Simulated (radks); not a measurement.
These are the eigenvalues of the occupied orbitals of an atom or ion with whole-number occupations (hartree). Calculated with a radial shooting solver on a logarithmic mesh with Libxc functionals: Dirac Kohn-Sham, PBE, spin-unpolarised, spherical densities, finite nucleus; Fermi nuclear charge, rms radius of each element as measured or else 0.836 A^(1/3) + 0.57 fm.

1s1/2: -2709.938
2s1/2: -471.8196
2p1/2: -451.8396
2p3/2: -395.5712
3s1/2: -109.9552
3p1/2: -100.9938
3p3/2: -88.72336
3d3/2: -73.67561
3d5/2: -71.01758
4s1/2: -23.37077
4p1/2: -19.60564
4p3/2: -16.72364
4d3/2: -10.53744
4d5/2: -10.00358
5s1/2: -3.57111
5p1/2: -2.41176
4f5/2: -2.17636
4f7/2: -2.07329
5p3/2: -1.96377
5d3/2: -0.47049
5d5/2: -0.43082
6s1/2: -0.41489
7d3/2: -0.02069

Which element is it, and in what charge state? The configuration may be excited. Open shells, if any, fill j = l - 1/2 first.

Answer. Z = 76, osmium, charge 0: Os in [Xe] 4f14 5d6 6s1 7d1. The list shows which subshells hold electrons but not how many an open one holds; the 1s level, -2709.9 hartree, gives Z - s = 73.6 by -(Z - s)^2/2, which with screening and relativity narrows Z to a few neighbours, and the depths of the outer levels then fix element, charge and occupations together.
